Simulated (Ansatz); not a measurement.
`[SiH3]CC1=CB1` → `CC1=CB1` + `[SiH2]` at 600 K and 1 bar (silylene formation by 1,1-elimination).

Isolated molecules relaxed with PBE0-D4/def2-TZVP in Ansatz; ΔE leaves out vibrations. CCSD(T)/CBS is the MP2 limit (def2-TZVPP, def2-QZVPP) plus CCSD(T) − MP2 in def2-TZVPP, frozen cores. This one scheme is used for every species. Each species was taken in one conformer, which may not be the lowest.

```tsv
species	CCSD(T)/CBS energy (Eh)	H − E (kJ/mol)	S (J/(mol·K))
`[SiH3]CC1=CB1`	-432.18211	288.8	434.4
`CC1=CB1`	-141.90193	229.1	354.2
`[SiH2]`	-290.19011	52.1	233.9
```

H − E and S are ideal-gas, rigid-rotor, harmonic terms from PBE0-D4/def2-TZVP, for one conformer and one mirror image of each species. 1 Eh = 2625.50 kJ/mol, R = 8.31446 J/(mol·K).

Problem. By hand: ΔE, ΔH, ΔS and ΔG.

Solution. ΔE = (-141.90193) + (-290.19011) − (-432.18211) = 0.09007 Eh = 236.5 kJ/mol. Δ(H − E) = 229.1 + 52.1 − 288.8 = -7.6, so ΔH = 228.9 kJ/mol. ΔS = 354.2 + 233.9 − 434.4 = 153.7 J/(mol·K). ΔG = 228.9 − 600 × (153.7)/1000 = 136.7 kJ/mol.

Problem. By hand: the equilibrium constant, and the temperature at which ΔG would vanish if ΔH and ΔS stayed fixed.

Solution. log₁₀ K = −ΔG/(RT ln 10) = -11.9. ΔG = 0 at ΔH/ΔS = 1489 K.

The number of gas molecules changes by +1, which sets the sign of ΔS. A doubt of 5 kJ/mol in ΔE shifts log₁₀ K by 0.4 here. Other conformers and mirror images would add mixing entropy, several J/(mol·K) or more a flexible species. These are equilibria of isolated gas molecules and say nothing of rates. Largest T1 diagnostic: 0.014 (customary marks: 0.02 for closed shells, 0.045 for open ones).
